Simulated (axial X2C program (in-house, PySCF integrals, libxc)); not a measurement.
GeAs: cheaper levels and CCSD(T), two-component

Calculated with an in-house relativistic program for diatomic molecules. Two-component (2c) means X2C with spin–orbit coupling and atomic mean-field two-electron Coulomb and Gaunt terms. Basis: As dyall-cv3z [9s9p6d4f1g], Ge dyall-cv3z [9s9p7d4f1g] (cores contracted in-house); Gaussian nuclei, density fitting, unrestricted open shells. Masses: As 74.922 u, Ge 73.921 u.

State: Ω = 3/2 (⟨Sz⟩ = 0.50, ⟨Lz⟩ = 1.00 at HF); fragments As + Ge.

```csv
level,Re (Å),ωe (cm⁻¹)
PBE0,2.237,355.5
HF,2.335,248.0
CCSD,2.244,350.0
TPSS,2.256,338.9
```

Correlated methods: 9 electrons correlated (number of frozen shells: As 3 s, 2 p, 1 d; Ge 3 s, 2 p, 1 d), 269 virtual spin orbitals or spinors in MP2, 90 natural virtuals in coupled cluster.

CCSD(T), same Hamiltonian and basis:

Re = 2.249 Å, ωe = 353.1 cm⁻¹; T1 = 0.077 (Lee–Taylor normalisation).

(1) Give the differences from CCSD(T) in the columns below.

Occupations by symmetry block were frozen at the best pattern of an incomplete PBE0 search. De is not given where an atomic determinant may have missed its ground term or J level, or where the truncated virtual space spoils (T). Density functionals use the spin component along the axis (collinear). CCSD and (T) use frozen natural virtuals with an MP2 correction for the truncation; (T) itself is uncorrected, so its De runs slightly low. Other states lie close and PBE0, whose exact exchange favours high spin, may order them wrongly; the determinant shown need not be the ground state. The nearest other 2c determinant of the search, Ω = 1/2, lies 0.14 eV up at the distance of the search. Without a current term, density functionals place determinants with orbital angular momentum somewhat too high. At some level and bond length an empty orbital lies below a filled one. The determinant is spin-polarised beyond a pure state at some levels (its spin-free form has ⟨S²⟩ too high), which makes Re and μ there less reliable. The T1 diagnostic is large, a sign of multireference character. With the outer-core shells frozen, correlated bond lengths of heavy atoms tend to come out a few hundredths of an ångström too long.

Answers

(1) 

| level | ΔRe (Å) | Δωe (cm⁻¹) |
| --- | --- | --- |
| PBE0 | -0.012 | 2 |
| HF | 0.086 | -105 |
| CCSD | -0.005 | -3 |
| TPSS | 0.007 | -14 |
